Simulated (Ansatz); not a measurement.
Reaction (substitution at a C–Si bond): `C[SiH](S)CS` + `O[SiH2]N[SiH2]Cl` → `CO[SiH2]N[SiH2]Cl` + `SC[SiH2]S`

Program: Ansatz. Geometries: PBE0-D4/def2-TZVP. ΔE: electronic, gas phase. CCSD(T)/CBS is the MP2 limit (def2-TZVPP, def2-QZVPP) plus CCSD(T) − MP2 in def2-TZVPP, frozen cores. Functionals use def2-TZVPP. Each species was taken in one conformer, which may not be the lowest.

```csv
species,PBE energy (Eh)
`C[SiH](S)CS`,-1166.40559
`O[SiH2]N[SiH2]Cl`,-1172.37506
`CO[SiH2]N[SiH2]Cl`,-1211.62587
`SC[SiH2]S`,-1127.11743
```

(1) Work out ΔE.

Largest T1 diagnostic among the species: 0.011.

Answers

(1) ΔE = (-1211.62587) + (-1127.11743) − (-1166.40559) − (-1172.37506) = 0.03735 Eh = +1.02 eV. CCSD(T)/CBS gives +1.05 eV.

In def2-TZVPP, CCSD(T) changes the Hartree–Fock value by +0.11 eV (the triples alone add +0.01 eV) and MP2 by +0.19 eV.
